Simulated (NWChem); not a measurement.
C3H2N2O; SMILES N(=C\C=O)/C#N

```xyz
8

N      0.3183     3.0057     0.0000
C     -0.0050     1.8831     0.0000
N     -0.5039     0.6406     0.0000
C      0.2734    -0.3829     0.0000
C     -0.3550    -1.7364     0.0000
O      0.3127    -2.7476     0.0000
H      1.3665    -0.3339     0.0000
H     -1.4622    -1.7335     0.0000
```
Atoms are numbered in this order, from 1.

All runs: NWChem. STO-3G and 3-21G are far too small for this property and stand as cheap habits. Coordinates come from a B3LYP/6-31G* (spherical d) optimisation. GIAO values for the isolated, static molecule; σ is the absolute isotropic shielding, δ = σ(reference) − σ with the isolated reference molecule computed at the same levels (13C: tetramethylsilane, 1H: tetramethylsilane, 15N: ammonia).

```tsv
level	δ N1 (ppm)	δ C2 (ppm)	δ N3 (ppm)	δ C4 (ppm)	δ C5 (ppm)	δ H7 (ppm)	δ H8 (ppm)
Hartree-Fock/STO-3G	?	?	?	?	?	?	?
KT2/pcSseg-1	339.8	116.9	355.0	168.4	188.2	7.57	9.42
PBE0/pcSseg-1	356.1	118.6	380.4	183.1	202.1	7.83	9.67
```

Some entries are withheld; supply them.


- Hartree-Fock/STO-3G, δ N1 (ppm): 297.0
- Hartree-Fock/STO-3G, δ C2 (ppm): 77.6
- Hartree-Fock/STO-3G, δ N3 (ppm): 282.7
- Hartree-Fock/STO-3G, δ C4 (ppm): 149.2
- Hartree-Fock/STO-3G, δ C5 (ppm): 148.3
- Hartree-Fock/STO-3G, δ H7 (ppm): 9.38
- Hartree-Fock/STO-3G, δ H8 (ppm): 11.99
